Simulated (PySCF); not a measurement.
# Potential energy of CdSi along the bond

Set-up: PySCF, scalar-relativistic core potentials, basis sets Cd def2-SVP with ECP28, Si def2-SVP. Energies in eV from Cd + Si in their ground configurations at the same level. State: ³Σ⁻ (triplet), unpaired electrons π ↑↑.

All columns are PBE0. A positive dipole means Cd(−)Si(+).

```csv
R (Å),E (eV),μ (D),Mulliken charge on Cd (basis-dependent),HOMO (eV),LUMO (eV),Mayer bond order,⟨S²⟩
2.224,-0.347,-2.66,0.14,-5.46,-2.69,1.54,2.01
2.327,-0.608,-2.71,0.15,-5.38,-2.76,1.41,2.01
2.431,-0.743,-2.73,0.15,-5.31,-2.82,1.29,2.02
2.508,-0.788,-2.73,0.16,-5.27,-2.87,1.21,2.02
2.586,-0.799,-2.71,0.16,-5.23,-2.90,1.12,2.02
2.664,-0.785,-2.69,0.16,-5.20,-2.94,1.04,2.02
2.767,-0.742,-2.64,0.16,-5.17,-2.98,0.93,2.02
2.896,-0.666,-2.55,0.15,-5.15,-3.02,0.81,2.02
3.051,-0.563,-2.40,0.14,-5.15,-3.06,0.67,2.02
3.258,-0.430,-2.16,0.12,-5.17,-3.11,0.51,2.01
```

A fit through these points gives, at Re = 2.577 Å, μ = -2.72 D and dμ/dR = 0.219 D/Å; the reduced mass is 22.46 u.

Problem. How strong is the fundamental in the double-harmonic approximation, I = 42.26·(dμ/dR)²/μred km/mol?

Solution. I = 42.26·(0.219)²/22.46 = 0.0902 km/mol at PBE0.

Spin–orbit coupling is left out. The state is the lowest determinant that a PBE0 search found; another state may lie lower at other levels.
